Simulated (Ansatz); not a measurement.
System: CH3OSi, charge 0, doublet. CH3OSi (SMILES O=[C][SiH3], doublet).
B3LYP-D3(BJ)/def2-TZVP minimum from Ansatz (a program for electronic structure):
```xyz
6

O      1.5860     0.8772     0.2308
C      0.9069    -0.0691     0.0919
Si    -0.9894    -0.3637    -0.1311
H     -1.0763    -1.0882    -1.4149
H     -1.8679     0.8346    -0.1406
H     -1.3331    -1.2574     0.9931
```
Charge 0, spin multiplicity 2.

Total energies in cc-pV(D+d)Z, 17 correlated electrons, 7 frozen orbitals. UHF or UKS for unpaired electrons; spin-orbit terms are left out. Correlated methods leave the cores frozen. No relativity.

| method | program | energy (Eh) | minus CCSDT(Q) (mEh) |
|---|---|---|---|
| HF | Ansatz | -403.36903 | 439.84 |
| MP2 | Ansatz | -403.76000 | 48.87 |
| CCSD | Ansatz | -403.79242 | 16.45 |
| CCSD(T) | Ansatz | -403.80639 | 2.48 |
| CCSDT(Q) | Ansatz | -403.80887 | 0.00 |

Rough core times of Ansatz's runs on a shared machine: CCSD(T) under 20 s, CCSDT(Q) 8 min.
